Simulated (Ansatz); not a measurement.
Cost and result for the atomization energy of F$_{2}$H$_{4}$SSi$_{2}$ (`F[SiH2]S[SiH2]F`) (9 atoms, 8 bonds).

Z-matrix (Å, degrees):
```
Si
S 1 2.124
F 1 1.595 2 110.6
H 1 1.479 2 110.7 3 -118.8
H 1 1.477 2 107.2 3 117.5
Si 2 2.124 1 97.9 3 85.7
F 6 1.595 2 110.6 1 85.8
H 6 1.479 2 110.7 1 -32.9
H 6 1.477 2 107.2 1 -156.7
```

The species carries charge 0 and has multiplicity 1. The geometry is a stationary point of PBE0-D4/def2-TZVP. It is one conformer, not always the lowest. Program: Ansatz. All runs use 4 threads of an Arm Neoverse V2 on a shared host. Times are those of one run each, without the atoms' runs, and a repeat can differ threefold. Electronic energies, without spin–orbit coupling; frozen cores. CCSD(T)/CBS adds CCSD(T) − MP2 in def2-TZVPP to the MP2 limit, and its time is that of the two runs behind it. T1 = 0.012. B3LYP takes the VWN-RPA correlation (the form of Gaussian; ORCA's B3LYP/G). HSE06 is the plane-wave form, built on full-range PBE exchange.

CCSD(T)/CBS is a level of theory with its own doubt, some kJ/mol a heavy atom from the limit and from the frozen cores, so smaller differences don't rank the functionals.

```json
{"level": "LDA (SPW92)/def2-TZVPP", "functions": "244", "wall time": "1.1 s"}
{"level": "BLYP-D4/def2-TZVPP", "functions": "244", "wall time": "1.8 s"}
{"level": "PBE-D4/def2-TZVPP (with forces)", "functions": "244", "wall time": "2.1 s"}
{"level": "BHLYP-D4/def2-TZVPP", "functions": "244", "wall time": "3.1 s"}
{"level": "PBE0-D4/def2-TZVPP", "functions": "244", "wall time": "3.2 s"}
{"level": "HSE06-D4/def2-TZVPP", "functions": "244", "wall time": "3.4 s"}
{"level": "CCSD(T)/def2-SVP", "functions": "102", "wall time": "3.6 s"}
{"level": "B3LYP-D4/def2-TZVPP (with forces)", "functions": "244", "wall time": "4.5 s"}
{"level": "r2SCANh-D4/def2-TZVPP", "functions": "244", "wall time": "5.5 s"}
{"level": "ωB97M-V/def2-TZVPP (with forces)", "functions": "244", "wall time": "11 s"}
{"level": "MP2/def2-QZVPP", "functions": "444", "wall time": "18 s"}
{"level": "CCSD(T)/def2-TZVPP", "functions": "244", "wall time": "2.2 min"}
{"level": "CCSD(T)/CBS(def2)", "functions": "–", "wall time": "2.5 min"}
```

Question: What atomization energy does each give, and how far from CCSD(T)/CBS? (Estimate.)

Answer: The calculation gave: 
```tsv
level	atomization (kJ/mol)	difference from CCSD(T)/CBS	per bond
LDA (SPW92)/def2-TZVPP	3525.1	370.3	46.3
BLYP-D4/def2-TZVPP	3098.3	-56.5	-7.1
PBE-D4/def2-TZVPP (with forces)	3131.8	-23.0	-2.9
BHLYP-D4/def2-TZVPP	3045.6	-109.2	-13.7
PBE0-D4/def2-TZVPP	3089.7	-65.1	-8.1
HSE06-D4/def2-TZVPP	3091.0	-63.8	-8.0
CCSD(T)/def2-SVP	2859.1	-295.7	-37.0
B3LYP-D4/def2-TZVPP (with forces)	3110.4	-44.4	-5.5
r2SCANh-D4/def2-TZVPP	3120.5	-34.3	-4.3
ωB97M-V/def2-TZVPP (with forces)	3147.5	-7.3	-0.9
MP2/def2-QZVPP	3183.0	28.2	3.5
CCSD(T)/def2-TZVPP	3052.1	-102.7	-12.8
CCSD(T)/CBS(def2)	3154.8	0.0	0.0
```

Leaving LDA and LC-ωPBE aside and taking each functional with its dispersion term where it has one, the values, not all of them listed here, spread over 114.7 kJ/mol, from BHLYP-D4 to ωB97X-V. LDA lies +416.5 kJ/mol from PBE without D4, its usual overbinding. From BLYP to BHLYP (50 % exact exchange), in def2-TZVPP and without D4, the atomization energy moves by −34.5 kJ/mol: exact exchange takes away binding that semilocal exchange gives to molecules. At CCSD(T), def2-SVP lies −295.7 kJ/mol from the extrapolated value and def2-TZVPP −102.7 kJ/mol: correlation converges slowly with the basis, and small sets miss more of it in the bonded molecule than in its fragments.
